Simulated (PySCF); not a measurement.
Spin-rotation constants: `C=NCC([SeH])(C=O)C=O`, C5H7NO2Se

Geometry:
```
atom   x (Å)   y (Å)   z (Å)
  C1   2.632  -0.266  -0.243
  N2   1.580   0.390  -0.080
  C3   0.512  -0.101   0.734
  C4  -0.785   0.006  -0.056
 Se5  -0.757   1.530  -1.386
  C6  -1.180  -1.171  -0.873
  O7  -1.752  -1.054  -1.921
  C8  -1.948   0.555   0.739
  O9  -1.834   1.079   1.812
 H10   3.404   0.153  -0.869
 H11   2.831  -1.240   0.216
 H12   0.424   0.560   1.606
 H13   0.660  -1.136   1.084
 H14   0.055   2.377  -0.539
 H15  -0.942  -2.159  -0.439
 H16  -2.909   0.485   0.202
```

Level of theory: GIAO PBE/pcSseg-1 magnetisability, rotational g tensor and spin-rotation constants, non-relativistic, gas phase (PySCF 2.14.0). Geometry: GFN2-xTB.

The calculation is non-relativistic, which matters for the atoms heavier than Zn.

(1) Give the nuclear spin-rotation constants along the inertial axes (H = +C I·J) beside the isotropic shieldings.

## Answers

(1) Rotational constants 1.2341, 1.0004, 0.8959 GHz. A star marks the isotopologue with that one atom substituted, in its own axes.
```tsv
atom	isotope	Caa (kHz)	Cbb (kHz)	Ccc (kHz)	mean (kHz)	σ (ppm)
N2	14N	0.316	0.251	0.108	0.225	-149.2
H10	1H	-0.067	0.048	-0.080	-0.033	24.3
H11	1H	-0.034	-0.031	-0.025	-0.030	23.7
H12	1H	-0.095	-0.056	-0.003	-0.051	26.5
H13	1H	-0.066	-0.064	-0.040	-0.057	27.9
H14	1H	-0.090	-0.113	-0.002	-0.068	28.3
H15	1H	-0.032	-0.027	0.001	-0.019	21.5
H16	1H	0.101	-0.085	-0.054	-0.013	22.4
C1	13C*	0.409	0.417	0.265	0.364	30.6
C3	13C*	0.285	0.180	0.202	0.222	121.8
C4	13C*	0.332	0.264	0.220	0.272	91.3
Se5	77Se*	2.806	1.819	1.415	2.014	1387.3
C6	13C*	0.465	0.379	0.472	0.439	-20.6
O7	17O*	-0.673	-0.659	-0.645	-0.659	-387.5
```
For the geometry as given, no vibrational averaging.
